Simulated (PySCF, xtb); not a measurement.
C2H7OSi, SMILES C[SiH](C)[O], multiplicity 2.

Harmonic wavenumbers (cm⁻¹) from GFN2-xTB run with xtb at its own minimum, in rising order: 93, 144, 165, 191, 266, 493, 586, 590, 698, 751, 767, 793, 804, 1185, 1252, 1293, 1433, 1440, 1445, 1450, 2255, 3071, 3076, 3099, 3103, 3104, 3107.

What does B3LYP-D3(BJ)/def2-SVP run with PySCF give at its own minimum? (An estimate is asked for; the answer gives what the named calculation found.)

139, 156, 183, 201, 260, 614, 624, 659, 691, 705, 814, 849, 882, 930, 1240, 1261, 1416, 1427, 1430, 1442, 2199, 3028, 3033, 3118, 3128, 3131, 3150. Paired by order, the mean absolute difference is 43 cm⁻¹ and the zero-point energies are 52.4 and 52.5 kcal/mol.
